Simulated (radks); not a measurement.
Values are calculated unless marked as measured or tabulated.
The mean radii <r> (bohr) of the occupied orbitals of an atom or ion are listed with their occupations. Level of theory: scalar-relativistic Kohn-Sham, PBE, spin-polarised, spherical densities, finite nucleus; Fermi nuclear charge, rms radius of each element as measured or else 0.836 A^(1/3) + 0.57 fm (a radial shooting solver on a logarithmic mesh with Libxc functionals).

| orbital | occ. | <r> |
|---|---|---|
| 1s up | 1 | 0.08573 |
| 1s down | 1 | 0.08572 |
| 2s up | 1 | 0.4134 |
| 2s down | 1 | 0.4132 |
| 2p up | 3 | 0.3757 |
| 2p down | 3 | 0.3756 |
| 3s up | 1 | 1.286 |
| 3s down | 1 | 1.296 |
| 3p up | 3 | 1.387 |

Name the element and its charge. Open shells, if any, are filled with parallel spins first.

Answer. Z = 18, argon, charge +3: Ar3+ in [Ne] 3s2 3p3. The 1s radius gives Z: for a bare nucleus <r> = (2 gamma + 1)/(2Z) with gamma = sqrt(1 - (Z/c)^2), 0.08285 bohr for Z = 18, and screening makes it slightly larger (0.08573 here). The occupations add up to 15, and the charge is Z minus that.
